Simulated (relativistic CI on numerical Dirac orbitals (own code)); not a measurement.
## Line list: Forbidden lines, Ag14+

Method of calculation: Dirac-Coulomb-Breit CI, separate exchange-only KLI orbitals for each configuration, QED by a radiative potential, unscaled Slater integrals (own radial code, finite nucleus).

CI space (outside the closed core [Ar] 3d10): 4s²4p³, 4s4p⁴, 4p⁵, 4s²4p²4d, 4s4p³4d, 4s²4p²4f, 4s4p³4f, 4p⁴4d, 4s4p²4d², 4s²4p²5s, 4s²4p4d4f, 4s²4p²5p, 4p⁴4f, 4p⁴5s, 4s4p³5s, 4s4p²4d5s, 4s²4p²5d, 4s4p³5p, 4s²4p4f5s, 4p³4d4f, 4s²4p²5f, 4s²4p²6s, 4s²4p²5g, 4s4p³5d, 4s4p²4f², 4s²4p²6p, 4s4p²5s², 4s²4p4d², 4s²4d³, 4s4p4d³, 4s²4d²4f, 4s4p4d²4f, 4s²4d²5s, 4p³4d², 4p²4d³, 4p²4d²4f, 4p²4d²5s, 4s²4p4f², 4s²4d4f², 4s4p4d4f², 4s²4f³, 4s4p4f³, 4s²4f²5s, 4s²4p4d5s, 4s4p4d²5s, 4s²4d4f5s, 4s4p4d4f5s, 4s²4d5s², 4p³4f², 4p²4d4f², 4p²4f³, 4p²4f²5s, 4s4p²4d4f, 4s²4p5s², 4s4p4d5s², 4s²4f5s², 4s4p4f5s², 4p³4d5s, 4p²4d4f5s, 4p²4d5s², 4s4p²4f5s, 4s4p4f²5s. Double excitations out of closed p, d and f shells are left out; levels of such configurations are missing from the list, as are those of other unlisted configurations, and high levels can miss mixing partners. These lack a partner that the ground configuration has and come out too high: 4s²4p²5p, 4s²4p²5d, 4s4p³5p, 4s²4p²5f, 4s²4p²6s.

```tsv
λ vac (nm)	Lower	Upper	Type	A (s⁻¹)	E lower (eV)	E upper (eV)
20.337	4s²4p³ ²D°5/2 [3]	4s²4p²4d ⁴F9/2 [21]	M2	2.04e+02	7.6881	68.6536
34.461	4s4p⁴ ⁴P5/2 [6]	4s²4p²4d ²G9/2 [29]	E2	3.98e+02	40.3043	76.2821
43.735	4s4p⁴ ⁴P5/2 [6]	4s²4p²4d ⁴F9/2 [21]	E2	1.82e+02	40.3043	68.6536
73.505	4s4p⁴ ²D5/2 [10]	4s²4p²4d ⁴F9/2 [21]	E2	1.27e+01	51.7860	68.6536
78.195	4s²4p³ ⁴S°3/2 [1]	4s²4p³ ²P°3/2 [5]	M1	8.59e+02	0.0000	15.8558
112.85	4s²4p³ ⁴S°3/2 [1]	4s²4p³ ²P°1/2 [4]	M1	3.02e+03	0.0000	10.9867
121.23	4s²4p³ ²D°3/2 [2]	4s²4p³ ²P°3/2 [5]	M1	5.61e+03	5.6288	15.8558
126.77	4s²4p²4d ⁴F7/2 [17]	4s²4p²4d ²G9/2 [29]	M1	1.36e+03	66.5017	76.2821
151.80	4s²4p³ ²D°5/2 [3]	4s²4p³ ²P°3/2 [5]	M1	1.20e+03	7.6881	15.8558
161.27	4s²4p³ ⁴S°3/2 [1]	4s²4p³ ²D°5/2 [3]	E2	8.57e+00	0.0000	7.6881
161.27	4s²4p³ ⁴S°3/2 [1]	4s²4p³ ²D°5/2 [3]	M1	2.78e+02	0.0000	7.6881
162.53	4s²4p²4d ⁴F9/2 [21]	4s²4p²4d ²G9/2 [29]	M1	1.40e+03	68.6536	76.2821
220.27	4s²4p³ ⁴S°3/2 [1]	4s²4p³ ²D°3/2 [2]	M1	1.65e+03	0.0000	5.6288
231.40	4s²4p³ ²D°3/2 [2]	4s²4p³ ²P°1/2 [4]	M1	1.45e+02	5.6288	10.9867
254.64	4s²4p³ ²P°1/2 [4]	4s²4p³ ²P°3/2 [5]	M1	3.57e+02	10.9867	15.8558
360.18	4s²4p²4d ²G7/2 [24]	4s²4p²4d ²G9/2 [29]	M1	1.97e+02	72.8398	76.2821
576.17	4s²4p²4d ⁴F7/2 [17]	4s²4p²4d ⁴F9/2 [21]	M1	1.03e+02	66.5017	68.6536
602.05	4s²4p³ ²D°3/2 [2]	4s²4p³ ²D°5/2 [3]	M1	3.12e+01	5.6288	7.6881
```

Terms are leading LS components. Brackets give the number of a level in order of energy, since labels repeat. The list gives strong lines, with weight on those to low levels, among the lowest 400 of 11695 levels, so that lines to higher ones, which can be the strongest, are missing. Levels whose partners in the same complex of configurations lie outside the list can be far off, and so can their lines. Rates are taken at the computed energies, electric ones in the length gauge.

At this charge energies of transitions that change n are usually good to better than 1 %, and those within a shell (Δn = 0) to a few per cent.

Problem. From the table, what is the radiative lifetime of 4s²4p²4d ⁴F9/2?

Solution. The listed rates from this level add up to about 5.01e+02 s⁻¹, 98 % of its decay; with all channels τ = 1.95e-03 s.

LS names give the leading component of a level, which can be under half, so a name can repeat, a term be missing and a line seem to break the LS rules.
